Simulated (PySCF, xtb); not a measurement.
1-chloro-2-fluorocyclobutene (C4H4ClF), SMILES FC1=C(Cl)CC1.

GFN2-xTB in xtb at its own geometry gives an orbital gap of 4.58 eV and a dipole moment of 2.80 D.

Geometry: PBE0-D3(BJ)/def2-SVP.

Q: What does HF/def2-TZVP in PySCF give? (The exact figures need the calculation; the answer reports its results.)

A: gap 13.34 eV (levels -9.56 and 3.78 eV), dipole 2.38 D.
